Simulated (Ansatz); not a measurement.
The molecule TiC, closed-shell singlet (lowest of 2S+1 = 1, 3, 5, 7 at CCSD(T)/def2-TZVPP on PBE0 minima; our sources give no spin for the ground state, which may be another). No spin–orbit coupling. Ti is treated without relativity. The T1 diagnostic near the minimum is 0.062, so single-reference values are doubtful.

Seven points along R, fitted to fifth degree in 1/R; most abundant isotopes. Runs in def2 and cc sets follow the lowest solution found near the PBE0 minimum. The singlet is held restricted.

Correlated levels freeze the inner cores; with def2 sets outer-core shells near the valence are correlated too. CBS: X⁻³ extrapolation of the correlation energy, Hartree–Fock from the larger set.

The values were computed with Ansatz (Gaussian basis) for Hartree–Fock, density functionals and correlated methods. Values without a source in brackets are computed.

Question: What bond length and harmonic frequency does PBE0/def2-TZVPP give?

Answer: r_e = 1.580 Å, ω_e = 1023 cm⁻¹.

Question: What bond length and harmonic frequency does wB97X-V/def2-TZVPP give?

Answer: r_e = 1.556 Å, ω_e = 1146 cm⁻¹.

Question: What bond length and harmonic frequency does CCSD(T)/CBS(def2-TZVPP, def2-QZVPP) give?

Answer: r_e = 1.603 Å, ω_e = 971 cm⁻¹.

Doubts at one or more of the structures used: T1 above 0.05 (CCSD(T)/CBS(def2-TZVPP, def2-QZVPP)); a restricted determinant that unrestricted orbitals would lower (CCSD(T)/CBS(def2-TZVPP, def2-QZVPP)).

Ansatz is a first-principles code.
